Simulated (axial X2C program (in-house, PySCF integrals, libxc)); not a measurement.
# Spin–orbit effects along a row: molecules with F (ions), PBE0

Computed with an in-house relativistic program for diatomic molecules, spin-free (one-electron X2C) or two-component (2c: spin–orbit coupling with atomic mean-field Coulomb and Gaunt terms, which also bring small scalar terms), in Dyall basis sets with cores contracted in-house; open shells are unrestricted.

Basis sets: As dyall-cv3z, Br dyall-cv3z, Ca dyall-cv3z, Cr dyall-cv3z, F dyall-av3z, Ga dyall-cv3z, Ge dyall-cv3z, Mn dyall-cv3z, Se dyall-cv3z, Ti dyall-cv3z, V dyall-cv3z.

| molecule | spin-free state | Re (Å) | ωe (cm⁻¹) | De (eV) | 2c state | Re 2c (Å) | ωe 2c (cm⁻¹) | De 2c (eV) |
| --- | --- | --- | --- | --- | --- | --- | --- | --- |
| CaF⁺ | M_S = 0, Λ = 0 | 1.859 | 700.1 | 5.84 | Ω = 0 | 1.859 | 700.1 | 5.84 |
| TiF⁺ | M_S = 1, Λ = 0 | 1.716 | 814.3 | 5.62 | Ω = 1 | 1.716 | 814.3 | n/a |
| VF⁺ | M_S = 3/2, Λ = 1 | 1.710 | 811.4 | 4.67 | Ω = 1/2 | 1.710 | 811.4 | n/a |
| CrF⁺ | M_S = 2, Λ = 0 | 1.711 | 800.9 | 3.71 | Ω = 2 | 1.711 | 800.6 | 3.70 |
| MnF⁺ | ? | ? | ? | ? | ? | ? | ? | ? |
| GaF⁺ | M_S = 1/2, Λ = 0 | 1.700 | 707.7 | 1.45 | Ω = 1/2 | 1.700 | 707.2 | 1.44 |
| GeF⁺ | M_S = 0, Λ = 0 | 1.672 | 805.0 | 5.64 | Ω = 0 | 1.672 | 804.6 | n/a |
| AsF⁺ | M_S = 1/2, Λ = 1 | 1.658 | 833.8 | 4.61 | Ω = 1/2 | 1.659 | 832.6 | n/a |
| SeF⁺ | M_S = 1, Λ = 0 | 1.657 | 833.1 | 3.42 | Ω = 1 | 1.658 | 832.0 | 3.40 |
| BrF⁺ | M_S = 1/2, Λ = 1 | 1.671 | 816.1 | 2.70 | Ω = 3/2 | 1.673 | 811.6 | 2.74 |

Task: Estimate the 2c Re and ωe of MnF⁺ as the mean of its neighbours in the table.

Result: Re ≈ 1.706 Å, ωe ≈ 753.9 cm⁻¹. The PBE0 runs give the row below, so the estimate misses by -0.022 Å and 1.6 cm⁻¹.

| molecule | spin-free state | Re (Å) | ωe (cm⁻¹) | De (eV) | 2c state | Re 2c (Å) | ωe 2c (cm⁻¹) | De 2c (eV) |
| --- | --- | --- | --- | --- | --- | --- | --- | --- |
| MnF⁺ | M_S = 5/2, Λ = 0 | 1.728 | 752.6 | 3.85 | Ω = 5/2 | 1.728 | 752.3 | 3.85 |

Fragments in 2c: Ca+ + F, Ti+ + F, V+ + F, Cr+ + F, Mn+ + F, Ga+ + F, Ge+ + F, As+ + F, Se+ + F, Br+ + F. Each entry is the lowest single determinant of a limited PBE0 search at one distance. De goes to single-determinant-based atoms at the same level (for ions the charge split of lowest energy) and is withheld (n/a) where an atom does not fit its ground term or J level. Main or longest-lived isotopes. One determinant is a doubtful description, or other states lie close, for TiF⁺, VF⁺, CrF⁺, MnF⁺, SeF⁺; these need not be ground states, and all values refer to the states named. Some open-shell Ω = 0 determinants are out of reach, so the Ω given for TiF⁺, CrF⁺, SeF⁺ need not be the lowest component. With several unpaired electrons the Ω given is that of one determinant, not necessarily of the lowest component. Some light 2c atoms are not at their ground J level, so De misses part of their lowering (0.04 eV or less). The functionals have no current term, which raises determinants with orbital currents.
